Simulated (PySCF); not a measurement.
# UHF on Te (tellurium, neutral)

Configuration: [Kr] 4d10 5s2 5p4, high-spin 3P determinant. All numbers are calculated (PySCF 2.14, the spin-free X2C one-electron Hamiltonian (Gaussian nucleus), in x2c-SVPall (6s5p3d, 36 functions)).

```
Total energy                                                  : -6790.120817 hartree
One-electron energy                                           : -9315.9610 hartree
Hartree (Coulomb) energy                                      : 2700.5690 hartree
Exchange energy                                               : -174.7288 hartree
⟨S²⟩                                                          : 2.0074
⟨L²⟩                                                          : 2.021
Sum of ⟨r⟩                                                    : 37.44 bohr
Sum of ⟨r²⟩                                                   : 60.96 bohr²
Traceless quadrupole moment −½Σ⟨3z² − r²⟩ along its main axis : -3.33 e·bohr²
Langevin diamagnetic susceptibility                           : -48.3 ×10⁻⁶ cm³/mol
Time after the integrals                                      : 0.1 s of wall time on 1 thread of Neoverse-V1 (shared host)
```

```tsv
shell	electrons	mean orbital energy (hartree)	spread (hartree)	rms radius, mean of both spins (bohr)
1s α	1	-1174.90224	0	0.0318
1s β	1	-1174.89864	0	0.0318
2s α	1	-183.79548	0	0.130
2s β	1	-183.79392	0	0.130
2p α	3	-164.90784	0.00284	0.116
2p β	3	-164.90436	0.00107	0.116
3s α	1	-38.17008	0	0.343
3s β	1	-38.16578	0	0.343
3p α	3	-31.85828	0.00816	0.343
3p β	3	-31.85216	0.00102	0.343
3d α	5	-22.26687	0.00697	0.322
3d β	5	-22.26436	0.00466	0.322
4s α	1	-7.13960	0	0.816
4s β	1	-7.12755	0	0.816
4p α	3	-5.08509	0.02165	0.878
4p β	3	-5.07134	0.00450	0.878
4d α	5	-1.97428	0.02447	1.05
4d β	5	-1.96290	0.01518	1.05
5s α	1	-0.82569	0	2.28
5s β	1	-0.66062	0	2.28
5p α	3	-0.37315	0.05344	2.80
5p β	1	-0.30237	0	2.80
```

Densities and radii are taken from the X2C orbitals without a picture-change correction, which distorts them close to the nucleus.
